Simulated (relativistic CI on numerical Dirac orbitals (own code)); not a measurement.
**Line list: Electric-dipole lines, Rb II**

These numbers are calculated, not measured: Dirac-Coulomb-Breit CI, orbitals from a KLI potential per configuration, model QED (radiative potential, 1s self-energy scaled to tabulated hydrogen-like ionisation energies), valence Slater integrals scaled by 0.85, P86 correlation estimate, and configurations built on the next ion tied to the tabulated ionisation energy (semi-empirical) (own radial code, finite nucleus).

Configuration list (outside the closed core [Ar] 3d10): 4s2 4p6, 4s2 4p5 5s, 4s2 4p5 4d, 4s2 4p5 5p, 4s2 4p5 6s, 4s2 4p5 5d, 4s2 4p5 4f, 4s2 4p5 5f, 4s2 4p4 4d2, 4s2 4p5 6p, 4s 4p6 4d, 4s2 4p5 6d, 4s2 4p5 5g, 4s2 4p5 6f. Levels of other configurations are missing.

```tsv
λ vac (nm)	Lower	Upper	A (s⁻¹)	gf	Branching (%)
45.823	4s2 4p6 1S_0 [1]	4s2 4p5 6d 1P°_1 [113]	4.37e+10	4.13e+00	99.1
48.706	4s2 4p6 1S_0 [1]	4s2 4p5 6d 3D°_1 [89]	3.23e+09	3.45e-01	95.7
50.122	4s2 4p6 1S_0 [1]	4s2 4p5 6d 3P°_1 [63]	1.87e+07	2.11e-03	9.3
50.827	4s2 4p6 1S_0 [1]	4s2 4p5 6d 1P°_1 [60]	2.65e+09	3.08e-01	95.3
58.362	4s2 4p6 1S_0 [1]	4s2 4p5 4d 1P°_1 [27]	8.04e+09	1.23e+00	99.8
72.886	4s2 4p6 1S_0 [1]	4s2 4p5 5s 3P°_1 [3]	8.89e+08	2.12e-01	100.0
440.90	4s2 4p5 5p 3D_3 [17]	4s2 4p5 6s 3P°_2 [28]	9.86e+07	1.44e+00	48.8
```

Terms are leading LS components. Brackets give the number of a level in order of energy, since labels repeat. The list gives strong lines, with weight on those to low levels, without configurations that were not tied to measured data, without lines whose two gauges differ by over a factor of 2.5, among the lowest 113 of 228 levels, so that lines to higher ones, which can be the strongest, are missing, and without lines across small gaps between configurations, and without 171 lines that miss the measured interval by over 3.5 %, start from a term whose rates miss tabulated ones by over 60 %, have gauges far apart or, lacking measured levels, span too small a gap for the errors found; lines with a level outside our table were not tested and can miss by more. Levels whose partners in the same complex of configurations lie outside the list can be far off, and so can their lines. Rates are taken at the computed energies, electric ones in the length gauge.

Configurations that consist of the next ion and one excited electron were tied to the tabulated ionisation energy; Rydberg ones are usually within 1,000 to 3,000 cm⁻¹ and the lowest ones within about 6,000 (9,000 in d shells), while levels on excited terms of the next ion carry the error of that term, and the other configurations can be misplaced by 10,000 cm⁻¹ or more. Rates follow the energies as ν³ (E1, M1) or ν⁵ (E2), so rates, branching and lifetimes can be off by large factors. The fine structure of a lone outer electron comes out too small, for d and f at times inverted, and misplaced configurations move strength between like terms. 17 of the 20 excited levels that our extract of the measured tables holds in this range could be paired (the sources list more); they are missed by 1833 cm⁻¹ on average and 6747 at most, and levels without a partner can miss by more.

LS names give the leading component of a level, which can be under half, so a name can repeat, a term be missing and a line seem to break the LS rules.
